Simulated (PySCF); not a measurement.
# How methods differ on the ionisation energy of Cd

Cd [Kr] 4d10 5s2 (1S) → Cd+ [Kr] 4d10 5s1 (2S), as a difference of total energies. Calculation: PySCF 2.14, in x2c-TZVPPall with one added diffuse shell each of s, p, d, f type (9s7p7d3f1g, 95 functions); the spin-free X2C one-electron Hamiltonian (Gaussian nucleus). Correlated levels: valence and next inner shell: [Ar] 3d10 frozen. The calculations carry no spin-orbit coupling.

```tsv
method	ionisation energy (eV)	error (eV)
UHF	7.332	-1.662
MP2 (valence and next inner shell)	8.931	-0.063
SCS-MP2 (valence and next inner shell)	8.874	-0.120
CCSD (valence and next inner shell)	8.739	-0.255
CCSD(T) (valence and next inner shell)	8.882	-0.112
```

Reference: 8.994 eV (measured; NIST Atomic Spectra Database, ionization energies).

Errors of the correlated levels include the incompleteness of this basis and the frozen core.
